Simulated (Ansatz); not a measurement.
Input file:

```yaml
crystal:
  periodic: [false, false, false]
  atoms:
    - { symbol: "N", position_ang: [-1.542328, 0.46614, -1.030274] }
    - { symbol: B, position_ang: [-0.421048, 0.198729, -0.283493] }
    - { symbol: C, position_ang: [0.394726, -1.035162, 0.223852] }
    - { symbol: Si, position_ang: [1.140534, 0.622877, 0.804342] }
    - { symbol: H, position_ang: [-1.869845, 1.397944, -1.213903] }
    - { symbol: H, position_ang: [-2.107941, -0.257786, -1.442167] }
    - { symbol: H, position_ang: [-0.065273, -1.684888, 0.971822] }
    - { symbol: H, position_ang: [0.957342, -1.613635, -0.512554] }
    - { symbol: H, position_ang: [1.061787, 0.91435, 2.25121] }
    - { symbol: H, position_ang: [2.452047, 0.991442, 0.231177] }
basis:
  gaussian: { orbitals: def2-SVP }
hamiltonian:
  xc: { name: BHLYP }
neb:
  order_check: false
  images: 5
  f_tol: 0.05
  max_iterations: 60
  final_atoms:
    - { symbol: "N", position_ang: [-1.5425466, 0.46610802, -1.03033738] }
    - { symbol: B, position_ang: [-0.42126157, 0.19850078, -0.28374837] }
    - { symbol: C, position_ang: [0.39464997, -1.03510906, 0.22381653] }
    - { symbol: Si, position_ang: [1.14027183, 0.62282619, 0.80422821] }
    - { symbol: H, position_ang: [-2.10807764, -0.25761246, -1.44272158] }
    - { symbol: H, position_ang: [-1.86931454, 1.39839059, -1.21303096] }
    - { symbol: H, position_ang: [-0.06500685, -1.6849627, 0.97189888] }
    - { symbol: H, position_ang: [0.95771455, -1.6134022, -0.51238685] }
    - { symbol: H, position_ang: [1.06172947, 0.91410291, 2.25109232] }
    - { symbol: H, position_ang: [2.45184238, 0.99116891, 0.2312012] }
  initial_path:
    images:
      - { positions_ang: [[-1.542328, 0.46614, -1.030274], [-0.421048, 0.198729, -0.283493], [0.394726, -1.035162, 0.223852], [1.140534, 0.622877, 0.804342], [-1.869845, 1.397944, -1.213903], [-2.107941, -0.257786, -1.442167], [-0.065273, -1.684888, 0.971822], [0.957342, -1.613635, -0.512554], [1.061787, 0.91435, 2.25121], [2.452047, 0.991442, 0.231177]] }
      - { positions_ang: [[-1.546301, 0.46650116, -1.02448951], [-0.42145553, 0.20351921, -0.28014638], [0.41353925, -1.03126251, 0.19692595], [1.11466964, 0.63602979, 0.81929066], [-1.76685813, 1.15952664, -1.47512523], [-2.23312342, -0.01855721, -1.16768783], [-0.02954347, -1.70968292, 0.92287473], [0.99137513, -1.58310118, -0.54237867], [1.04652769, 0.86175444, 2.2706178], [2.43117083, 1.01528356, 0.28013046]] }
      - { positions_ang: [[-1.550274, 0.46686233, -1.01870501], [-0.42186306, 0.20830942, -0.27679977], [0.4323525, -1.02736301, 0.16999991], [1.08880528, 0.64918258, 0.83423932], [-1.66387126, 0.92110928, -1.73634745], [-2.35830584, 0.22067158, -0.89320865], [0.00618607, -1.73447784, 0.87392747], [1.02540827, -1.55256735, -0.57220333], [1.03126838, 0.80915888, 2.2900256], [2.41029467, 1.03912513, 0.32908392]] }
      - { positions_ang: [[-1.554247, 0.46722349, -1.01292052], [-0.42227059, 0.21309963, -0.27345315], [0.45116576, -1.02346352, 0.14307386], [1.06294091, 0.66233537, 0.84918798], [-1.56088439, 0.68269192, -1.99756968], [-2.48348826, 0.45990037, -0.61872948], [0.0419156, -1.75927276, 0.8249802], [1.0594414, -1.52203353, -0.602028], [1.01600907, 0.75656333, 2.3094334], [2.3894185, 1.06296669, 0.37803739]] }
      - { positions_ang: [[-1.55034687, 0.46685167, -1.01872614], [-0.42193425, 0.20823335, -0.27688489], [0.43232716, -1.02734536, 0.16998808], [1.08871789, 0.64916565, 0.83420139], [-1.74328214, 0.36925712, -1.81262031], [-2.27876368, 0.77273044, -0.81682997], [0.00627478, -1.73450274, 0.87395309], [1.02553245, -1.55248975, -0.57214761], [1.0312492, 0.80907652, 2.28998637], [2.41022646, 1.0390341, 0.32909199]] }
      - { positions_ang: [[-1.54644674, 0.46647985, -1.02453176], [-0.42159791, 0.20336707, -0.28031663], [0.41348856, -1.03122721, 0.1969023], [1.11449486, 0.63599592, 0.8192148], [-1.92567989, 0.05582233, -1.62767094], [-2.07403911, 1.08556052, -1.01493047], [-0.02936603, -1.70973272, 0.92292599], [0.9916235, -1.58294598, -0.54226723], [1.04648934, 0.86158972, 2.27053934], [2.43103442, 1.0151015, 0.28014659]] }
      - { positions_ang: [[-1.5425466, 0.46610802, -1.03033738], [-0.42126157, 0.19850078, -0.28374837], [0.39464997, -1.03510906, 0.22381653], [1.14027183, 0.62282619, 0.80422821], [-2.10807764, -0.25761246, -1.44272158], [-1.86931454, 1.39839059, -1.21303096], [-0.06500685, -1.6849627, 0.97189888], [0.95771455, -1.6134022, -0.51238685], [1.06172947, 0.91410291, 2.25109232], [2.45184238, 0.99116891, 0.2312012]] }
```

Launched with:

```bash
$ ansatz run input.yaml --threads 1 --pin off --max-ram 2048MiB --backend cpu --events-out ev --progress --plain --runs-dir out
```

Hardware: 1 thread of Arm Neoverse V1, with other jobs on the host.

**Question.** Roughly how long does this run take, and how much memory?

**Answer.** 2.4 min, with a peak of 0.17 GiB, for 7 band iterations.
